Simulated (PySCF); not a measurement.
Constants of CoF, step by step

State: triplet, unpaired electrons π ↑, δ ↑. De refers to Co (3d7 4s2) + F. ROHF-based CCSD(T) in PySCF 2.14 with Co aug-cc-pVDZ, F aug-cc-pVDZ and Co aug-cc-pVTZ, F aug-cc-pVTZ (frozen core orbitals: 10; no relativity). Correlation energies are extrapolated as n⁻³ (n = 2, 3), Hartree–Fock as (n+1)·exp(−9√n).

```tsv
Level	Re (Å)	ωe (cm⁻¹)	ωexe (cm⁻¹)	αe (cm⁻¹)	De (eV)
CCSD(T)/DZ	1.7448	664.0	n/a	0.00372	3.783
CCSD(T)/TZ	1.7414	656.8	n/a	0.00379	4.044
HF/CBS	1.8397	538.9	2.93	0.00272	0.569
MP2/CBS	1.7342	646.3	4.70	0.00442	4.879
CCSD/CBS	1.7561	653.6	3.67	0.00301	3.823
CCSD(T)/CBS	1.7426	651.6	n/a	0.00382	4.162
```

**Question.** How much is left between CCSD(T)/TZ and the basis-set limit, and how much do the triples give at the limit?

**Answer.** CCSD(T)/CBS less CCSD(T)/TZ: +1.2 mÅ in Re, -5.2 cm⁻¹ in ωe and +0.118 eV in De. CCSD(T)/CBS less CCSD/CBS: -13.5 mÅ in Re, -2.0 cm⁻¹ in ωe and +0.339 eV in De.

The T1 diagnostic is 0.153, large enough to doubt a single reference. The state was picked by a PBE0 search and need not be the measured ground state. Spin–orbit coupling, excitations beyond (T) and corrections to the Born–Oppenheimer picture are left out.

The whole job (state search and all basis sets along the bond) took about 54 min on 4 threads of Arm Neoverse V1 (shared host), peak memory 15 GiB.
